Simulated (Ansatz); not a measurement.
Consider the redistribution: `[CH3][Zn][CH2]Cl` + `C[O][GeH]([NH2])[Cl]` → `Cl[CH2][ZnH]` + `C[O][Ge]([CH3])([NH2])[Cl]`.

Calculated with Ansatz (gas phase, PBE0-D4/def2-TZVP geometries, no zero-point term in ΔE). CCSD(T)/CBS is the MP2 limit (def2-TZVPP, def2-QZVPP) plus CCSD(T) − MP2 in def2-TZVPP, frozen cores. DFT in def2-TZVPP. For Ge, Zn outer-core shells are correlated without core-valence functions, which leaves a few kJ/mol of doubt a bond. Scalar relativity is left out up to krypton. Each species was taken in one conformer, which may not be the lowest.

| level | ΔE (kcal/mol) |
| --- | --- |
| ωB97X-V | -5.5 |
| r2SCAN | -4.9 |
| SCS-MP2/def2-QZVPP | -4.7 |
| MP2/CBS(def2) | -4.4 |

(1) What does CCSD(T)/CBS give? (Estimate.)

Largest T1 diagnostic among the species: 0.014.

Results:

(1) Ansatz gave: -4.9 kcal/mol. The listed levels differ from it by -0.6, 0.0, 0.2, 0.5 kcal/mol.

The D4 term adds −1.8 kcal/mol with B3LYP and −1.0 kcal/mol with PBE0; it sums over pairs of atoms, weighted by their polarisabilities, and B3LYP, whose exchange is more repulsive, gets the larger term. From PBE to PBE0 (25 % exact exchange), in def2-TZVPP and without D4, ΔE moves by −0.7 kcal/mol.

B3LYP here is the variant with VWN-RPA as its local correlation; programs differ in this.
